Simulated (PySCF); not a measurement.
## Ionisation energy of Ca by level of theory

Ca [Ar] 4s2 (1S) → Ca⁺ [Ar] 4s1 (2S), as a difference of total energies. Computed with PySCF 2.14 in def2-QZVPPD (11s6p4d3f, 70 functions), with no relativity, point nucleus. Correlated levels: valence: [Ar] frozen; valence and next inner shell: [Ne] frozen. The calculations carry no spin-orbit coupling.

```
                                method  ionisation energy (eV)  difference from reference (eV)
                                   UHF                   5.117                          -0.996
                                   LDA                   6.209                          +0.096
                                   PBE                   6.069                          -0.044
                                  PBE0                   5.993                          -0.120
                                r2SCAN                   5.810                          -0.303
                                revPBE                   6.008                          -0.105
                                 wB97X                   6.176                          +0.063
                                  PW91                   6.101                          -0.012
                                 M06-L                   6.104                          -0.009
                         MP2 (valence)                   5.668                          -0.445
                     SCS-MP2 (valence)                   5.778                          -0.335
    MP2 (valence and next inner shell)                   5.937                          -0.176
SCS-MP2 (valence and next inner shell)                   5.992                          -0.121
```

Reference: 6.113 eV (measured; NIST Atomic Spectra Database, ionization energies).

These non-relativistic numbers lack the scalar-relativistic shift.

Errors of the correlated levels include the incompleteness of this basis and the frozen core.
